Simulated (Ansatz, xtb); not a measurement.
## Relative energy of two isomers of C4H6F4Si

Structure I: `C/C=C(/CF)[Si](F)(F)F`, a singlet. Structure II: `C/C=C(\CF)[Si](F)(F)F`, a singlet. Both are isolated molecules in the gas phase, relaxed with PBE0-D3(BJ)/def2-SVP; the shapes shown needn't be the lowest conformers.

I (Å):

```xyz
15

C     0.6855   -0.1541    2.1760
C     1.1971   -0.1917    0.7781
C     0.9759    0.7197   -0.1842
C     1.5572    0.5564   -1.5626
F     2.2965   -0.5894   -1.6650
F    -0.1142    3.0927   -1.2031
F     0.5304    3.1495    1.3015
F    -1.5578    1.8737    0.5633
Si   -0.0478    2.2093    0.1371
H     0.0710    0.7300    2.3988
H     0.0788   -1.0503    2.3855
H     1.5243   -0.1726    2.8910
H     1.8185   -1.0559    0.5128
H     0.7538    0.5239   -2.3207
H     2.2053    1.4153   -1.8140
```

II (Å):

```tsv
atom	x (Å)	y (Å)	z (Å)
C	-1.7239	1.0907	-0.4914
C	-1.5523	-0.3248	-0.0602
C	-0.4729	-0.9120	0.4954
C	0.8327	-0.2357	0.8183
F	1.1279	0.8026	-0.0275
F	0.5070	-3.5805	0.2166
F	-2.0547	-3.2694	0.4784
F	-0.4678	-2.9569	2.4949
Si	-0.6266	-2.6868	0.9196
H	-2.6617	1.4916	-0.0743
H	-1.8339	1.1350	-1.5883
H	-0.8869	1.7348	-0.2051
H	-2.4283	-0.9632	-0.2328
H	0.8130	0.1542	1.8530
H	1.6603	-0.9643	0.7566
```

Estimate E(II) − E(I) at the level CCSD(T)/def2-SVP + ΔMP2/def2-TZVPP.

Too close to call at this level: CCSD(T)/def2-SVP + ΔMP2/def2-TZVPP gives E(II) − E(I) = +6.53 kJ/mol.

The same difference at several levels:

```tsv
level	geometry	E(II) − E(I) (kJ/mol)	departure from the last row (kJ/mol)	job, with rough time for the two
GFN2-xTB	GFN2-xTB	+10.12	+3.58	optimisation, 0.38 s
HF/STO-3G	GFN2-xTB	+6.94	+0.41	single point, 0.74 s
r2SCAN-D4/def2-SVP	GFN2-xTB	+7.49	+0.96	single point, 4.2 s
PBE0-D3(BJ)/def2-SVP	PBE0-D3(BJ)/def2-SVP	+5.16	−1.38	optimisation, 94 s
HF/def2-SVP	PBE0-D3(BJ)/def2-SVP	+3.46	−3.07	part of the CCSD(T) run
MP2/def2-SVP	PBE0-D3(BJ)/def2-SVP	+5.02	−1.51	part of the CCSD(T) run
CCSD(T)/def2-SVP	PBE0-D3(BJ)/def2-SVP	+5.05	−1.48	single point
CCSD(T)/def2-SVP + ΔMP2/def2-TZVPP	PBE0-D3(BJ)/def2-SVP	+6.53		single point, 2.2 min
```

As drawn, both hold the same kinds of bond in the same numbers.

The largest departure from CCSD(T)/def2-SVP + ΔMP2/def2-TZVPP is that of GFN2-xTB, 3.58 kJ/mol. The last row adds to CCSD(T) the change of the MP2 difference between the two basis sets, here +1.48 kJ/mol.

With thermal terms from frequencies at re-optimised GFN2-xTB minima (ideal gas, soft modes damped towards free rotors, one conformer each, 298.15 K, 1 atm): on the last row, ΔE + ΔZPE = +6.39, ΔH = +6.85, ΔG = +4.66 kJ/mol.

The correlated steps freeze 13 core orbitals. Run with Ansatz 0.2.0, xtb 6.7.1; the last row on 4 threads of Intel(R) Xeon(R) Platinum 8175M CPU @ 2.50GHz (Skylake/Cascade Lake) on a shared host.
